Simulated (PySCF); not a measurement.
BI₃, SMILES IB(I)I (connectivity only; charge and spin as stated), charge -1, multiplicity 2.

Geometry: PBE-D3(BJ)/def2-SVPD. The spin state was assumed, not searched. The isomer is the one that the SMILES or the coordinates give; other isomers of the formula were not compared. The def2 effective core potentials stand for the cores of I; spin–orbit coupling is left out.

Method: PBE-D3(BJ)/def2-SVPD in PySCF.

Frequencies are harmonic and unscaled.

Modes within 1.5 cm⁻¹ of each other (mostly degenerate sets) share a row, with their intensities summed.

Computed vibrational spectrum:
```csv
mode,ν (cm⁻¹),IR (km/mol),moving atoms (share of kinetic energy)
1–2,85,0.9,I 99 %
3,133,0.5,I 97 %
4,313,6.9,B 94 %
5–6,515,331.4,B 95 %
```
